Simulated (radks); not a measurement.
Dipole-allowed excitations along the series with 4 electrons in [He] 2s2. Method: scalar-relativistic Kohn-Sham, LB94 model potential, spin-unpolarised, spherical densities, finite nucleus; Fermi nuclear charge, rms radius of each element as measured or else 0.836 A^(1/3) + 0.57 fm; computed with a radial shooting solver on a logarithmic mesh with Libxc functionals. Time-dependent linear response with the Hartree and adiabatic LDA kernel, continuum included through the Sternheimer equations, no spin-orbit coupling, so fine structure and intercombination lines are absent. Lines are the poles of the dipole polarisability below minus the highest occupied eigenvalue, found on a grid refined at the orbital gaps; the lowest seven at most are given, and weak or close lines can be missed. The first line takes the name of the lowest orbital gap if no other gap lies below it; otherwise a line is named after a gap within 0.6 % of it, if that gap stands alone.

species  -e(HOMO) (eV)  lowest orbital gap (eV)  first line (eV)      f  strongest line (eV)  its f  static alpha (bohr^3)
S12+            645.96             2s-2p 29.870   41.425 (2s-2p)  0.197       378.65 (2s-3p)  0.680                0.08999
Cl13+           743.87             2s-2p 32.409   44.797 (2s-2p)  0.186       434.72 (2s-3p)  0.690                0.07254
Ar14+           848.74             2s-2p 35.048   48.272 (2s-2p)  0.177       494.72 (2s-3p)  0.699                0.05923
K15+            960.61             2s-2p 37.801   51.871 (2s-2p)  0.169       558.66 (2s-3p)  0.706                0.04890
Ca16+           1079.5             2s-2p 40.682   55.608 (2s-2p)  0.162       626.58 (2s-3p)  0.712                0.04076

Estimate the first line of P11+, its oscillator strength and the static polarisability.

Answer. 38.148 eV (2s-2p), f = 0.209, alpha = 0.1133 bohr^3.
